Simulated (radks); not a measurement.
Question: These are the eigenvalues of the occupied orbitals of an atom or ion with whole-number occupations (eV). Method: non-relativistic Kohn-Sham, TASK exchange with Perdew-Wang LDA correlation, spin-polarised, spherical densities, point nucleus; meta-GGA in the generalised Kohn-Sham scheme; computed with a radial shooting solver on a logarithmic mesh with Libxc functionals.

orbital  eigenvalue
1s         -17.4868

Which element is it, and in what charge state? The configuration may be excited. Open shells, if any, are filled with parallel spins first.

Answer: Z = 2, helium, charge 0: He in [He]. The 1s level, -0.64263 hartree, gives Z - s = 1.1 by -(Z - s)^2/2, which with screening narrows Z to a few neighbours, and with so few levels the electron count can be read from the list.
